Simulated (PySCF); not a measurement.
C3H3, SMILES [CH][C][CH2+] (connectivity only; charge and spin as stated), charge +1, multiplicity 1.

Geometry optimised at B3LYP-D3(BJ)/def2-TZVP.

Two levels are set side by side: TDDFT-PBE/def2-SVPD (PySCF) and ADC(2)/aug-cc-pVDZ (PySCF). Vertical, same geometry; the bases differ. Differences are taken from unrounded values.

```csv
quantity,ADC(2)
lowest singlet excitation (eV),2.53
```

Question: What does TDDFT-PBE give, and how far is it from ADC(2)? (Estimate from the structure and the level; the computed values follow.)

Answer: 
| quantity | TDDFT-PBE | TDDFT-PBE minus ADC(2) |
|---|---|---|
| lowest singlet excitation (eV) | 2.19 | -0.35 |

Functionals without exact exchange tend to place singlet excitations lower, as here. Differences between two approximate levels are no errors against the true value.

Rough cost on one machine, each run with all the roots and properties that it gave: ADC(2) against TDDFT-PBE about 5 times.
